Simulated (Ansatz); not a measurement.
Ansatz (a first-principles code) input:

Ansatz 0.2 input:
```yaml
crystal:
  periodic: [false, false, false]
  atoms:
    - {symbol: Co, position_ang: [-0.18076461, 0.22737468, -0.28313211]}
    - {symbol: F, position_ang: [-0.50530816, 1.14700753, -1.75948252]}
    - {symbol: S, position_ang: [0.57191427, -0.89671370, 1.41043390]}
    - {symbol: H, position_ang: [0.27778975, -2.11476513, 0.91296721]}
basis:
  gaussian:
    orbitals: def2-TZVPD
hamiltonian:
  xc: {name: CAM-B3LYP}
magnetization: {spin_polarized: true, initial_magnetization: 3}
output: {forces: true}
```

**Question.** Predict the final energy.

**Answer.** -1881.60695 Eh (CAM-B3LYP/def2-TZVPD). The basis has 143 functions.

The spin state was set by rule; other spins were not relaxed.
